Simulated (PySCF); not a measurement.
`O=C[C@H](F)[C@H]1O[C@@H]1F`, C4H4F2O2

Cartesian coordinates in Å; atom numbers follow the order of the lines, from 1:
```xyz
12

O    -1.3527   -0.6844    1.4982
C    -1.6297   -0.3609    0.3826
C    -0.7567    0.5321   -0.4857
F    -1.3047    0.6014   -1.7413
C     0.6744    0.0264   -0.5851
O     1.7137    0.9022   -0.2233
C     1.5059   -0.1680    0.6032
F     2.4432   -1.1377    0.5671
H    -2.5584   -0.6747   -0.1238
H    -0.7613    1.5526   -0.0747
H     0.8698   -0.5882   -1.4593
H     1.1576   -0.0014    1.6162
```

Method: PySCF, TDDFT PBE0/def2-SVPD circular dichroism and optical rotation, one conformer, gas phase. Geometry: GFN2-xTB.

The molecule is flexible and this is one conformer; a measurement averages over conformers. States above about 8.4 eV (minus the energy of the highest occupied orbital) lie near or above the ionisation threshold and depend on the basis.

Problem. Draw the ECD and absorption spectra from the lowest 16 states, each a Gaussian of half-width 0.2 eV at 1/e height.

Solution. 
```tsv
E (eV)	λ (nm)	Δε (L mol⁻¹ cm⁻¹)	ε (L mol⁻¹ cm⁻¹)
3.69	336	0.00	0
3.84	323	-0.10	0.871
3.99	311	-0.76	6.85
4.14	299	-1.93	17.5
4.29	289	-1.60	14.5
4.44	279	-0.43	3.9
4.59	270	-0.04	0.341
4.74	261	0.00	0
4.89	253	0.00	0
5.04	246	0.00	0
5.19	239	0.00	0
5.34	232	0.00	0
5.49	226	0.00	0
5.64	220	-0.01	2.26
5.79	214	-0.10	45
5.94	209	-0.66	291
6.09	204	-1.48	618
6.24	199	-2.24	541
6.39	194	-5.66	622
6.54	190	-7.42	727
6.69	185	-3.26	317
6.84	181	-0.47	45.4
6.99	177	-0.02	2.11
7.14	174	0.00	0.0512
7.29	170	+0.01	1.97
7.44	167	+0.47	67.1
7.59	163	+5.37	776
7.74	160	+20.87	3080
7.89	157	+27.53	4260
8.04	154	+9.65	2340
8.19	151	-6.84	1810
8.34	149	-8.38	2950
8.49	146	-6.23	2540
8.64	143	-13.24	2850
8.79	141	-25.26	4870
8.94	139	-30.05	5460
```
Δε uses R in velocity form, ε uses f in length form. Only the states computed contribute, so the short-wavelength end is incomplete.

The sign of the CD band at 148 nm isn't settled: the length form gives the opposite one.
